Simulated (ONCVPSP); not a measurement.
## Transferability test, ONCV potential for B

B (Z = 5), optimised norm-conserving Vanderbilt (ONCV), made with ONCVPSP 4.0.1 (PBE, scalar-relativistic). Core [He], reference 2s2 2p0.5 (charge +0.5). Waves: 2s: rc 1.60 bohr, ncon 4, nbas 8, qcut 4 1/bohr, 2 projectors, debl 0.7 Ha; 2p: rc 1.95 bohr, ncon 4, nbas 8, qcut 3.8 1/bohr, 3 projectors, debl 3.8 Ha. Local part: polynomial inside 1.10 bohr (lpopt 5, dvloc0 2 Ha). Core correction: polynomial model core, fcfact 0.25.

Energies are relative to the spin-unpolarised reference configuration 2s2 2p0.5; without spin polarisation the order of configurations can differ from experiment.

**Question.** Give the all-electron excitation energy and the error of the potential for: 2s2 2p1; 2s2 2p0; 2s1 2p0; 2s1 2p2.

**Answer.**

```csv
valence configuration,charge,ΔE all-electron (eV),error AE − PS (meV)
2s2 2p1,0,-2.887,+6.4
2s2 2p0,+1,5.332,+18
2s1 2p0,+2,30.754,+75
2s1 2p2,0,2.964,+19
```

Levels in the configuration 2s2 2p0:

```json
{"level": "2s", "all-electron (eV)": "-19.511", "pseudo (eV)": "-19.467"}
```
